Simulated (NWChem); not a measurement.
All runs are NWChem calculations. System: H3GaSe, charge 0, spin multiplicity 1, at a geometry optimised with PBE/def2-SVP. The structure started from a generated list of species.

Job file:

```
start mol
memory heap 100 mb stack 700 mb global 1900 mb
geometry units angstroms nocenter noautoz
  Ga     0.056051    -1.183821     0.000000
  H      1.504626    -1.797744     0.000000
  H     -1.306534    -1.971002     0.000000
  Se    -0.012893     1.154995     0.000000
  H     -1.497293     1.197349     0.000000
  symmetry group Cs
end
basis spherical
  * library sto-3g
end
scf
  rhf
  nopen 0
  maxiter 100
  thresh 1e-7
  semidirect memsize 60000000 filesize 0
end
tce
  freeze core 18
  ccsd(t)
  2eorb
  2emet 13
  thresh 1e-6
  maxiter 100
  tilesize 24
end
task tce energy
```

The output up to the point where the run's verdict is printed (cleaned and shortened):

```
             Northwest Computational Chemistry Package (NWChem) 7.3.0
             --------------------------------------------------------

                                NWChem Input Module
                                -------------------

 Scaling coordinates for geometry "geometry" by  1.889725989
 (inverse scale =  0.529177249)

 Turning off AUTOSYM since
 SYMMETRY directive was detected!

                             Geometry "geometry" -> ""
                             -------------------------

 Output coordinates in angstroms (scale by  1.889725989 to convert to a.u.)

  No.       Tag          Charge          X              Y              Z
 ---- ---------------- ---------- -------------- -------------- --------------
    1 Ga                  31.0000     0.05605100    -1.18382100     0.00000000
    2 H                    1.0000     1.50462600    -1.79774400     0.00000000
    3 H                    1.0000    -1.30653400    -1.97100200     0.00000000
    4 Se                  34.0000    -0.01289300     1.15499500     0.00000000
    5 H                    1.0000    -1.49729300     1.19734900     0.00000000

 Effective nuclear repulsion energy (a.u.)     288.3274695878

            Nuclear Dipole moment (a.u.)
            ----------------------------
        X                 Y               Z
 ---------------- ---------------- ----------------
     0.0000340151    -0.0000340151     0.0000000000

      Symmetry information
      --------------------

 Group name             Cs
 Group number              2
 Group order               2
 No. of unique centers     5

      Symmetry unique atoms

     1    2    3    4    5


 Summary of "ao basis" -> "" (spherical)
 ------------------------------------------------------------------------------
       Tag                 Description            Shells   Functions and Types
 ---------------- ------------------------------  ------  ---------------------
 *                           sto-3g                   on all atoms

 Summary of "ao basis" -> "ao basis" (spherical)
 ------------------------------------------------------------------------------
[...]
   43   0.0020451307082  -0.0931152471823     0.0     0.0
   44   0.0019425549568  -0.0931446414930     0.0     0.0
   45   0.0021119135568  -0.0931855330749     0.0     0.0
   46   0.0016620002047  -0.0929862088637     0.0     0.0
   47   0.0019013892146  -0.0930307369599     0.0     0.0
   48   0.0018030940363  -0.0930766923096     0.0     0.0
   49   0.0018549376392  -0.0931155297150     0.0     0.0
   50   0.0019305550002  -0.0931525004166     0.0     0.0
   51   0.0017544915757  -0.0929309264753     0.0     0.0
   52   0.0015341082850  -0.0929752908804     0.0     0.0
   53   0.0014892874479  -0.0930115154295     0.0     0.0
   54   0.0014413859177  -0.0930499083801     0.0     0.0
   55   0.0015349283152  -0.0930769864129     0.0     0.0
   56   0.0013609587109  -0.0929447160129     0.0     0.0
   57   0.0014102043540  -0.0929831194918     0.0     0.0
   58   0.0014148856646  -0.0930214868561     0.0     0.0
   59   0.0014369837019  -0.0930525802102     0.0     0.0
   60   0.0015097891329  -0.0930822941343     0.0     0.0
   61   0.0015073282720  -0.0928418464550     0.0     0.0
   62   0.0007904488948  -0.0928701787506     0.0     0.0
   63   0.0007628326922  -0.0928791972420     0.0     0.0
   64   0.0005728724513  -0.0929021271774     0.0     0.0
   65   0.0006435390846  -0.0929126852282     0.0     0.0
   66   0.0004485734003  -0.0929160298277     0.0     0.0
   67   0.0006641589797  -0.0929229913635     0.0     0.0
   68   0.0006070579361  -0.0929386716396     0.0     0.0
   69   0.0006594903478  -0.0929485165192     0.0     0.0
   70   0.0006884429486  -0.0929602916730     0.0     0.0
   71   0.0004103095000  -0.0928630255363     0.0     0.0
   72   0.0004720223801  -0.0928636656661     0.0     0.0
   73   0.0003802556508  -0.0928829204059     0.0     0.0
   74   0.0003879158063  -0.0928893298029     0.0     0.0
   75   0.0004086355127  -0.0929001127777     0.0     0.0
   76   0.0003109963866  -0.0928795546529     0.0     0.0
   77   0.0003927400872  -0.0928836218537     0.0     0.0
   78   0.0003733314621  -0.0928959802229     0.0     0.0
   79   0.0003859179112  -0.0929025644610     0.0     0.0
   80   0.0004118597330  -0.0929105972171     0.0     0.0
   81   0.0003259157057  -0.0928551585437     0.0     0.0
   82   0.0002744281763  -0.0928580613323     0.0     0.0
   83   0.0002834564834  -0.0928689829775     0.0     0.0
   84   0.0002574438103  -0.0928744971125     0.0     0.0
   85   0.0002806721987  -0.0928814079360     0.0     0.0
   86   0.0002454469147  -0.0928694493871     0.0     0.0
   87   0.0002694299294  -0.0928763982061     0.0     0.0
   88   0.0002679450220  -0.0928826233383     0.0     0.0
   89   0.0002832669692  -0.0928882879784     0.0     0.0
   90   0.0002963582158  -0.0928934031205     0.0     0.0
   91   0.0001426654355  -0.0928464897714     0.0     0.0
   92   0.0000586563034  -0.0928480556199     0.0     0.0
   93   0.0000415010737  -0.0928491620721     0.0     0.0
   94   0.0000299379672  -0.0928506797663     0.0     0.0
   95   0.0000336311238  -0.0928512250450     0.0     0.0
   96   0.0000269893096  -0.0928519099635     0.0     0.0
   97   0.0000341790482  -0.0928521689942     0.0     0.0
   98   0.0000334944867  -0.0928528969750     0.0     0.0
   99   0.0000354405002  -0.0928533401143     0.0     0.0
  100   0.0000375374634  -0.0928538959456     0.0     0.0
  0 ga offset                   0 size_xx_perproc                  49mx    1
 WRITE TENSOR
  filename: ./mol.t1amp.000000
  unit nr:       79
  file size:             49
  rec_mem (KB):     2048
  rec_size:         262144
  number of tasks:            1
  0 ga offset                   0 size_xx_perproc                6064mx    1
 WRITE TENSOR
  filename: ./mol.t2amp.000000
  unit nr:       80
  file size:           6064
  rec_mem (KB):     2048
  rec_size:         262144
  number of tasks:            1
 ------------------------------------------------------------------------
```

The run did not converge; its last values are not results. The next line reads: ccsd_energy_loc: maxiter exceeded 101. NWChem stopped with the message: ccsd_energy_loc: maxiter exceeded 101.
